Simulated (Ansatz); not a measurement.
Computed with Ansatz on PBE0-D4/def2-TZVP structures; ΔE is electronic, products minus reactants. CCSD(T)/CBS adds triple-zeta CCSD(T) − MP2 to the extrapolated MP2 energy (def2 sets, frozen cores). This one scheme is used for every species. Functionals use def2-TZVPP. No spin–orbit coupling; open shells (•) take unrestricted orbitals. Each species was taken in one conformer, which may not be the lowest.

Consider the homolysis of the C–N bond: `CN[SiH2]Cl` → `[CH3]`• + `[NH][SiH2]Cl`•.

```csv
species,PBE-D4 energy (Eh)
`CN[SiH2]Cl`,-845.83270
`[CH3]`•,-39.78959
`[NH][SiH2]Cl`•,-805.88606
```

**Question.** Work out ΔE.

**Answer.** ΔE = (-39.78959) + (-805.88606) − (-845.83270) = 0.15705 Eh = +412.3 kJ/mol. CCSD(T)/CBS gives +416.5 kJ/mol.

Largest T1 diagnostic among the species: 0.013.

Leaving LDA and LC-ωPBE aside and taking each functional with its dispersion term where it has one, the values, not all of them listed here, spread over 37.3 kJ/mol, from r2SCAN0-D4 to ωB97X-V. LDA lies +90.5 kJ/mol from PBE without D4, its usual overbinding. In def2-TZVPP, CCSD(T) changes the Hartree–Fock value by +139.7 kJ/mol (the triples alone add +12.0 kJ/mol) and MP2 by +170.2 kJ/mol; breaking electron pairs costs correlation energy, which Hartree–Fock lacks. The D4 term adds +11.8 kJ/mol with B3LYP and +6.5 kJ/mol with PBE0; it sums over pairs of atoms, weighted by their polarisabilities, and B3LYP, whose exchange is more repulsive, gets the larger term.

B3LYP here is the variant with VWN-RPA as its local correlation; programs differ in this.
